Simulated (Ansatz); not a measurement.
Basis-set series for CSSe (`S=C=[Se]`). Charge 0, multiplicity 1. The geometry is a stationary point of PBE0-D4/def2-TZVP.

```tsv
atom	x (Å)	y (Å)	z (Å)
S1	-1.2722	-0.2932	0.9144
C2	-0.0392	-0.0091	0.0282
Se3	1.3115	0.3023	-0.9426
```

```csv
functional,basis,functions,energy (Eh),HOMO (eV),LUMO (eV)
PBE0-D4,def2-SVP,64,-2836.92942,-7.44,-1.95
PBE0-D4,def2-TZVPP,121,-2837.40304,-7.50,-2.11
ωB97M-V,def2-SVP,64,-2837.22884,-9.29,0.15
ωB97M-V,def2-TZVPP,121,-2837.70113,-9.38,-0.09
```

Task: Give the rows for def2-QZVPP. (Best estimate.)

Result: The calculation gave: 
```
functional       basis  functions  energy (Eh)  HOMO (eV)  LUMO (eV)
   PBE0-D4  def2-QZVPP        216  -2837.46688      -7.51      -2.15
   ωB97M-V  def2-QZVPP        216  -2837.76240      -9.39      -0.15
```

Scalar relativity is left out up to krypton.

Results of the Gaussian-basis code of Ansatz.
